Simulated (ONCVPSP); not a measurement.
## Pseudopotential generation for Be: ONCV, LDA (Perdew-Wang 92), scalar-relativistic.

- Element: Be
- Generator: ONCVPSP 4.0.1
- Type: optimised norm-conserving Vanderbilt (ONCV)
- Functional: LDA (Perdew-Wang 92)
- Relativity: scalar-relativistic
- Frozen core: [He]
- Valence charge: 2
- Reference configuration: 2s1.5 (charge +0.5)
- Partial waves: 2s: rc 1.75 bohr, ncon 4, nbas 9, qcut 3 1/bohr, 3 projectors, debl 2.2 Ha; p scattering state at 0.14 Ha: rc 1.90 bohr, ncon 4, nbas 8, qcut 4.4 1/bohr, 3 projectors, debl 1.9 Ha
- Local potential: polynomial inside 1.45 bohr (lpopt 3, dvloc0 3 Ha)
- Core correction: Teter function fitted to the true core (icmod 2), fcfact 0.5

In the p channel the program set the typed energies aside and used 0.050, 1.950, 3.850 Ha.

All-electron outer shells of the reference configuration (LDA (PZ), scalar-relativistic, ld1.x):

| shell | level (eV) | outermost node (bohr) | outermost maximum (bohr) |
| --- | --- | --- | --- |
| 1s | -110.27 | – | 0.27 |
| 2s | -9.47 | 0.60 | 1.97 |

Calculated quality:

```
Cutoffs needed             : 7.0 Ha and 63 Ha (the cutoffs (Ha) at which the residual kinetic energy of the hardest occupied pseudo-wave falls to 1 and 0.1 mHa per electron) The cutoffs count occupied waves only; projector 3 of the p channel, the hardest unoccupied one, needs 22 Ha at the loose tolerance.
Ghost test                 : no bound ghost flagged; GHOST(+) flags only above 600 eV
Largest excitation error   : +10 meV (all-electron minus pseudo) for 2s0 2p2, out of 4 test configurations
rms error of d²Exc/dni dnj : 4.21 mHa without and 0.45 mHa with the model core
```

Generation and tests took about 3.5 s on one core of a shared server CPU.
